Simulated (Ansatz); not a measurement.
CH7ClOSi2 can be A, `C[SiH2]O[SiH2]Cl`, or B, `CO[SiH2][SiH2]Cl`.

Gas-phase electronic energies from Ansatz, PBE0-D4/def2-TZVP geometries. CCSD(T)/CBS adds triple-zeta CCSD(T) − MP2 to the extrapolated MP2 energy (def2 sets, frozen cores). DFT in def2-TZVPP. Each species was taken in one conformer, which may not be the lowest.

A:

```xyz
12

C    -1.694    0.829   -0.379
Si   -0.015    1.140    0.349
O     1.067    0.019   -0.195
Si    1.591   -1.501   -0.034
Cl   -0.003   -2.797    0.074
H    -2.070   -0.153   -0.082
H    -2.403    1.586   -0.032
H    -1.660    0.868   -1.470
H    -0.066    1.072    1.835
H     0.511    2.467   -0.058
H     2.383   -1.864   -1.227
H     2.360   -1.665    1.219
```

B:

Z-matrix (Å, degrees):
```
C
O 1 1.411
H 1 1.091 2 108.3
H 1 1.096 2 111.3 3 -119.3
H 1 1.096 2 111.3 3 119.3
Si 2 1.645 1 122.8 3 -180.0
Si 6 2.339 2 106.7 1 -179.9
H 6 1.492 2 111.1 1 -59.6
H 6 1.492 2 111.1 1 59.8
Cl 7 2.068 6 106.4 2 179.7
H 7 1.484 6 112.7 2 61.7
H 7 1.484 6 112.7 2 -62.2
```

**Question.** Which isomer does CCSD(T)/CBS put lower? Give the gap. (An estimate is asked.)

**Answer.** Ansatz gave: A, by 56.2 kcal/mol.

**Question.** Give E(B) − E(A) in kcal/mol with ωB97M-V, PBE0-D4, BLYP-D4, CCSD(T)/def2-TZVPP, LDA (SPW92), MP2/def2-TZVPP, B2PLYP. (An estimate is asked.)

**Answer.** Computed: ωB97M-V 56.5, PBE0-D4 51.8, BLYP-D4 52.2, CCSD(T)/def2-TZVPP 55.5, LDA (SPW92) 50.7, MP2/def2-TZVPP 58.8, B2PLYP 55.6. None reverses the order clearly.

**Question.** Does the order hold for the free energy at 298.15 K (harmonic terms from PBE0-D4)? (Estimate.)

**Answer.** Ansatz gave: Yes: G(B) − G(A) = +56.5 kcal/mol, for one conformer each. Modes under 60 cm⁻¹, often nearly free rotors, make the harmonic entropy too high.

Largest T1 diagnostic: 0.011.

The D4 term adds +0.8 kcal/mol with B3LYP and +0.5 kcal/mol with PBE0; it sums over pairs of atoms, weighted by their polarisabilities, and B3LYP, whose exchange is more repulsive, gets the larger term. From PBE to PBE0 (25 % exact exchange), in def2-TZVPP and without D4, E(B) − E(A) moves by +2.5 kcal/mol.

B3LYP here is the variant with VWN-RPA as its local correlation; programs differ in this.
